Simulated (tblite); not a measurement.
Isomers of C4HF2O2 (doublet state). All values are computed: GFN2-xTB (tblite) harmonic vibrations without scaling, gas phase. Against measured fundamentals such values can be off by several per cent, at times by over 20. One conformer each. Open shells enter through the occupations alone, without spin polarisation, and single modes of such species can be off by tens of per cent.

Electronic energies: GFN2-xTB at the same geometries; isomer energies are rough at this level and their order can be wrong.

| SMILES | electronic energy, lowest = 0 (kJ/mol) |
| --- | --- |
| Oc1oc(F)[c]c1F | 205.7 |
| [O]C(=O)C#CC(F)F | 263.5 |
| [O]c1oc(F)cc1F | 0.0 |
| O=C(O)C#C[C](F)F | 170.7 |

Question: How do GFN2-xTB zero-point energies change the relative energies?

Answer: 
| SMILES | ZPE (kJ/mol) | of it from modes above 1550 cm⁻¹ | electronic (kJ/mol) | with ZPE, lowest = 0 (kJ/mol) | lowest mode (cm⁻¹) | rings |
| --- | --- | --- | --- | --- | --- | --- |
| [O]c1oc(F)cc1F | 116.4 | 29.6 | 0.0 | 0.0 | 184 | 1 |
| O=C(O)C#C[C](F)F | 108.8 | 43.9 | 170.7 | 163.2 | 62 | 0 |
| Oc1oc(F)[c]c1F | 113.8 | 39.9 | 205.7 | 203.2 | 198 | 1 |
| [O]C(=O)C#CC(F)F | 106.9 | 42.0 | 263.5 | 254.0 | 9i | 0 |

The zero-point energies span 9.5 kJ/mol, from `[O]C(=O)C#CC(F)F` to `[O]c1oc(F)cc1F`. Slightly imaginary modes are left out of the zero-point energy: `[O]C(=O)C#CC(F)F` 9.3i cm⁻¹. The order is unchanged.
